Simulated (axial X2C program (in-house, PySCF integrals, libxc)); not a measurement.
Spin–orbit effects along a row: molecules with Li (ions), MP2

All values come from calculations with an axial X2C code built on PySCF integrals, spin-free (one-electron X2C) or two-component (2c: spin–orbit coupling with atomic mean-field Coulomb and Gaunt terms, which also bring small scalar terms), in Dyall basis sets with cores contracted in-house; open shells are unrestricted.

Basis sets: Ag dyall-cv3z, Cd dyall-cv3z, I dyall-cv3z, In dyall-cv3z, Li dyall-cv3z, Mo dyall-cv3z, Pd dyall-cv3z, Rb dyall-cv3z, Sr dyall-cv3z. Frozen shells (counts by l): LiRb⁺ Rb 3s2p1d, Li 1s, 9 electrons correlated; LiSr⁺ Sr 3s2p1d, Li 1s, 10 electrons correlated; LiMo⁺ Mo 3s2p1d, Li 1s, 14 electrons correlated; LiPd⁺ Pd 4s3p1d, Li 1s, 10 electrons correlated; LiAg⁺ Ag 4s3p1d, Li 1s, 11 electrons correlated; LiCd⁺ Cd 4s3p1d, Li 1s, 12 electrons correlated; LiIn⁺ In 4s3p1d, Li 1s, 13 electrons correlated; LiI⁺ I 4s3p2d, Li 1s, 7 electrons correlated. Where the outer core of a metal is frozen, bonds come out longer and ionisation energies lower. Frozen cores can differ along the series, which adds to the trend.

```json
{"molecule": "LiRb⁺", "spin-free state": "M_S = 1/2, Λ = 0", "Re (Å)": "4.070", "ωe (cm⁻¹)": "137.0", "De (eV)": "0.50", "2c state": "Ω = 1/2", "Re 2c (Å)": "4.069", "ωe 2c (cm⁻¹)": "137.0", "De 2c (eV)": "0.50"}
{"molecule": "LiSr⁺", "spin-free state": "M_S = 0, Λ = 0", "Re (Å)": "3.437", "ωe (cm⁻¹)": "225.6", "De (eV)": "1.21", "2c state": "Ω = 0", "Re 2c (Å)": "3.437", "ωe 2c (cm⁻¹)": "225.6", "De 2c (eV)": "1.21"}
{"molecule": "LiMo⁺", "spin-free state": "M_S = 3, Λ = 0", "Re (Å)": "2.925", "ωe (cm⁻¹)": "239.2", "De (eV)": "0.77", "2c state": "Ω = 3", "Re 2c (Å)": "2.925", "ωe 2c (cm⁻¹)": "239.0", "De 2c (eV)": "0.77"}
{"molecule": "LiPd⁺", "spin-free state": "M_S = 0, Λ = 0", "Re (Å)": "2.478", "ωe (cm⁻¹)": "280.1", "De (eV)": "0.68", "2c state": "Ω = 0", "Re 2c (Å)": "2.480", "ωe 2c (cm⁻¹)": "279.5", "De 2c (eV)": "0.69"}
{"molecule": "LiAg⁺", "spin-free state": "M_S = 1/2, Λ = 0", "Re (Å)": "2.761", "ωe (cm⁻¹)": "226.9", "De (eV)": "0.57", "2c state": "Ω = 1/2", "Re 2c (Å)": "2.762", "ωe 2c (cm⁻¹)": "226.8", "De 2c (eV)": "0.57"}
{"molecule": "LiCd⁺", "spin-free state": "M_S = 0, Λ = 0", "Re (Å)": "2.793", "ωe (cm⁻¹)": "239.1", "De (eV)": "0.56", "2c state": "Ω = 0", "Re 2c (Å)": "2.793", "ωe 2c (cm⁻¹)": "239.1", "De 2c (eV)": "0.56"}
{"molecule": "LiIn⁺", "spin-free state": "M_S = 1/2, Λ = 0", "Re (Å)": "3.255", "ωe (cm⁻¹)": "185.7", "De (eV)": "1.20", "2c state": "Ω = 1/2", "Re 2c (Å)": "3.246", "ωe 2c (cm⁻¹)": "185.4", "De 2c (eV)": "1.07"}
{"molecule": "LiI⁺", "spin-free state": "M_S = 1/2, Λ = 1", "Re (Å)": "2.759", "ωe (cm⁻¹)": "282.2", "De (eV)": "0.65", "2c state": "Ω = 3/2", "Re 2c (Å)": "2.762", "ωe 2c (cm⁻¹)": "282.0", "De 2c (eV)": "0.67"}
```

**Question.** Work out the shifts from the spin-free to the two-component result.

**Answer.** 

```tsv
molecule	2c state	ΔRe (Å)	Δωe (cm⁻¹)	ΔDe (eV)
LiRb⁺	Ω = 1/2	-0.001	0.0	0.00
LiSr⁺	Ω = 0	0.000	0.0	0.00
LiMo⁺	Ω = 3	0.000	-0.2	0.00
LiPd⁺	Ω = 0	0.002	-0.6	0.01
LiAg⁺	Ω = 1/2	0.001	-0.1	0.00
LiCd⁺	Ω = 0	0.000	0.0	0.00
LiIn⁺	Ω = 1/2	-0.009	-0.3	-0.13
LiI⁺	Ω = 3/2	0.003	-0.2	0.02
```

Shifts of one unit in the last digit are rounding.

Fragments in 2c: Rb+ + Li, Sr + Li+, Mo + Li+, Pd + Li+, Ag + Li+, Cd + Li+, In + Li+, I + Li+. Each entry is the lowest single determinant of a limited PBE0 search at one distance. De goes to single-determinant-based atoms at the same level (for ions the charge split of lowest energy) and is withheld (n/a) where an atom does not fit its ground term or J level. Main or longest-lived isotopes. One determinant is a doubtful description, or other states lie close, for LiMo⁺; these need not be ground states, and all values refer to the states named. Some open-shell Ω = 0 determinants are out of reach, so the Ω given for LiMo⁺ need not be the lowest component. With several unpaired electrons the Ω given is that of one determinant, not necessarily of the lowest component. Where the atoms have a lower orbital projection than the molecule, De at mean-field level may be about a tenth of an eV too small.
